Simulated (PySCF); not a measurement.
C3H4O3. Atoms are numbered in the order given.

```xyz
10

O      0.0000     0.0000     2.0398
C      0.0000     0.0000     0.8521
O      0.1039    -1.1064     0.0699
C     -0.1139    -0.7585    -1.2945
C      0.1139     0.7585    -1.2945
O     -0.1039     1.1064     0.0699
H      0.5924    -1.3113    -1.9286
H     -1.1445    -1.0295    -1.5789
H     -0.5924     1.3113    -1.9286
H      1.1445     1.0295    -1.5789
```
Charge 0, spin multiplicity 1.

The structure is a stationary point at B3LYP-D3(BJ)/def2-SVP. One conformer was computed; it need not be the lowest.

Method: PBE/def2-TZVP run with PySCF.

Symmetry labels are those of the subgroup C2 that the program uses (full group C2).

Computed valence orbital energies around the gap with their symmetry:
```json
[
 {"orbital": "HOMO−7", "symmetry": "A", "energy (eV)": "-10.92"},
 {"orbital": "HOMO−6", "symmetry": "B", "energy (eV)": "-10.84"},
 {"orbital": "HOMO−5", "symmetry": "A", "energy (eV)": "-10.66"},
 {"orbital": "HOMO−4", "symmetry": "A", "energy (eV)": "-9.29"},
 {"orbital": "HOMO−3", "symmetry": "B", "energy (eV)": "-9.16"},
 {"orbital": "HOMO−2", "symmetry": "B", "energy (eV)": "-7.52"},
 {"orbital": "HOMO−1", "symmetry": "A", "energy (eV)": "-7.43"},
 {"orbital": "HOMO", "symmetry": "B", "energy (eV)": "-6.99"},
 {"orbital": "LUMO", "symmetry": "B", "energy (eV)": "-0.27"},
 {"orbital": "LUMO+1", "symmetry": "A", "energy (eV)": "-0.09"},
 {"orbital": "LUMO+2", "symmetry": "A", "energy (eV)": "0.26"},
 {"orbital": "LUMO+3", "symmetry": "B", "energy (eV)": "0.97"}
]
```
